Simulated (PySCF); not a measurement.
CH7FOSi2, SMILES OC[SiH2][SiH2]F.

Coordinates come from a PBE0-D3(BJ)/def2-SVP optimisation. This is a generated structure with no PubChem entry under its InChIKey; it may be hypothetical. Other conformers were not sampled.

Calculation: TDDFT-LC-ωPBE/def2-SVPD (PySCF).

Vertical excitations. 

Computed lowest excited states:
| state | energy (eV) | λ (nm) | f | main pairs |
|---|---|---|---|---|
| S1 | 6.59 | 188 | 0.008 | HOMO→LUMO 73 % |
| S2 | 6.89 | 180 | 0.031 | HOMO−1→LUMO 69 %, HOMO→LUMO+1 13 % |
| S3 | 7.46 | 166 | 0.038 | HOMO→LUMO+3 33 %, HOMO→LUMO+2 33 %, HOMO→LUMO+1 10 %, HOMO−1→LUMO+3 7 % |
| S4 | 7.70 | 161 | 0.031 | HOMO→LUMO+1 28 %, HOMO→LUMO+2 19 %, HOMO→LUMO 13 %, HOMO−1→LUMO 10 % |
| S5 | 8.00 | 155 | 0.006 | HOMO−2→LUMO 20 %, HOMO−1→LUMO+3 18 %, HOMO−1→LUMO+2 16 %, HOMO→LUMO+1 14 % |
| S6 | 8.11 | 153 | 0.013 | HOMO−1→LUMO+1 34 %, HOMO→LUMO+3 21 %, HOMO→LUMO+5 10 %, HOMO→LUMO+1 9 % |
| S7 | 8.13 | 153 | 0.041 | HOMO−2→LUMO 43 %, HOMO−1→LUMO+3 11 %, HOMO−1→LUMO+2 11 % |
| S8 | 8.39 | 148 | 0.256 | HOMO−1→LUMO+2 20 %, HOMO−1→LUMO+1 19 %, HOMO→LUMO+3 14 %, HOMO→LUMO+2 13 % |
| S9 | 8.59 | 144 | 0.087 | HOMO−1→LUMO+3 28 %, HOMO−1→LUMO+2 15 %, HOMO−1→LUMO+6 13 %, HOMO−3→LUMO 7 % |
| S10 | 8.65 | 143 | 0.095 | HOMO−3→LUMO 39 %, HOMO−1→LUMO+3 8 %, HOMO→LUMO+4 8 %, HOMO−2→LUMO 6 % |
| T1 | 5.77 | 215 | 0 | HOMO→LUMO 51 %, HOMO−1→LUMO 27 % |
| T2 | 6.34 | 195 | 0 | HOMO−1→LUMO 33 %, HOMO→LUMO 20 %, HOMO→LUMO+1 14 %, HOMO−1→LUMO+2 8 % |
| T3 | 6.39 | 194 | 0 | HOMO−1→LUMO+3 27 %, HOMO→LUMO+3 25 %, HOMO→LUMO+2 19 %, HOMO−1→LUMO+2 9 % |
| T4 | 7.12 | 174 | 0 | HOMO→LUMO+2 36 %, HOMO−1→LUMO 12 %, HOMO→LUMO 11 % |
Triplets are in the Tamm–Dancoff approximation, which puts them higher than full response would, so one can lie above its singlet here.
